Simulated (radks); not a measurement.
Spherical quantum dot in the effective-mass picture: electrons in a parabolic well V = omega^2 r^2 / 2 with omega = 0.145, all in effective atomic units (hartree* = m*/eps^2 hartree, bohr* = eps/m* bohr), one dielectric constant everywhere. Calculated with a radial shooting solver with Libxc functionals: non-relativistic Kohn-Sham, LDA (Slater exchange, Perdew-Wang correlation), spin-polarised, spherical densities. Levels are named by radial order and angular momentum (1s, 1p, 1d, 2s, ...), and open shells are averaged over m. Each electron was tried in the lowest free levels, single moves between levels near the top were tried too, and the lowest total energy was kept; such a search can miss a lower state. At N = 1 the Hartree and exchange-correlation terms need not cancel, so that row can carry a self-interaction error.

\begin{tabular}{lrrrrrr}
N & open shells & 2S & E (hartree*) & mu = E(N) - E(N-1) (hartree*) & addition energy mu(N+1) - mu(N) (hartree*) & e(HOMO) (hartree*) \\ \hline
1 & 1s(up 1, down 0) & 1 & 0.223312 & 0.22331 & 0.2437 & 0.32715 \\
2 & none & 0 & 0.690309 & 0.46700 & 0.2784 & 0.56078 \\
3 & 1p(up 1, down 0) & 1 & 1.43571 & 0.74540 & 0.1563 & 0.82387 \\
4 & 1p(up 2, down 0) & 2 & 2.33741 & 0.90169 & 0.1525 & 0.97880 \\
5 & 1p(up 3, down 0) & 3 & 3.39159 & 1.0542 & 0.1755 & 1.1287 \\
6 & 1p(up 3, down 1) & 2 & 4.62132 & 1.2297 & 0.1346 & 1.2973 \\
7 & 1p(up 3, down 2) & 1 & 5.98565 & 1.3643 & 0.1322 & 1.4309 \\
8 & none & 0 & 7.48219 & 1.4965 & 0.1960 & 1.5616 \\
9 & 1d(up 1, down 0) & 1 & 9.17471 & 1.6925 & 0.1190 & 1.7523 \\
10 & 1d(up 2, down 0) & 2 & 10.9862 & 1.8115 & 0.1170 & 1.8703 \\
11 & 1d(up 3, down 0) & 3 & 12.9147 & 1.9285 & 0.1149 & 1.9862 \\
12 & 1d(up 4, down 0) & 4 & 14.9580 & 2.0433 & 0.1128 & 2.1001 \\
13 & 1d(up 5, down 0) & 5 & 17.1141 & 2.1561 & 0.1325 & 2.2118 \\
14 & 1d(up 5, down 1) & 4 & 19.4028 & 2.2886 & 0.1062 & 2.3419 \\
15 & 1d(up 5, down 2) & 3 & 21.7976 & 2.3948 & 0.1049 & 2.4475 \\
16 & 1d(up 5, down 3) & 2 & 24.2972 & 2.4997 & 0.1035 & 2.5516 \\
17 & 1d(up 5, down 4) & 1 & 26.9004 & 2.6031 & 0.1021 & 2.6544 \\
18 & none & 0 & 29.6056 & 2.7052 & 0.1188 & 2.7558 \\
19 & 2s(up 1, down 0) & 1 & 32.4296 & 2.8240 & 0.1141 & 2.8748 \\
20 & none & 0 & 35.3678 & 2.9381 & 0.1158 & 2.9880 \\
21 & 1f(up 1, down 0) & 1 & 38.4217 & 3.0539 & 0.09420 & 3.1012 \\
22 & 1f(up 2, down 0) & 2 & 41.5697 & 3.1481 & 0.09322 & 3.1949 \\
23 & 1f(up 3, down 0) & 3 & 44.8111 & 3.2413 & 0.09226 & 3.2876 \\
24 & 1f(up 4, down 0) & 4 & 48.1446 & 3.3336 & 0.09132 & 3.3794 \\
25 & 1f(up 5, down 0) & 5 & 51.5695 & 3.4249 & 0.09040 & 3.4702 \\
26 & 1f(up 6, down 0) & 6 & 55.0848 & 3.5153 & 0.08950 & 3.5602 \\
27 & 1f(up 7, down 0) & 7 & 58.6896 & 3.6048 & 0.1051 & 3.6492 \\
28 & 1f(up 7, down 1) & 6 & 62.3995 & 3.7099 & 0.08669 & 3.7534 \\
29 & 1f(up 7, down 2) & 5 & 66.1961 & 3.7966 & 0.08599 & 3.8397 \\
30 & 1f(up 7, down 3) & 4 & 70.0787 & 3.8826 & - & 3.9254 \\
\end{tabular}

All shells are closed at N = 2, 8, 18, 20 (there: 1s2 1p6 1d10 2s2); the second difference of the energy has clear peaks (12 % above both neighbours; the first and last values, which can be the largest, are not judged, and half-filled shells can peak too) at N = 2, 5, 8, 13, 27.
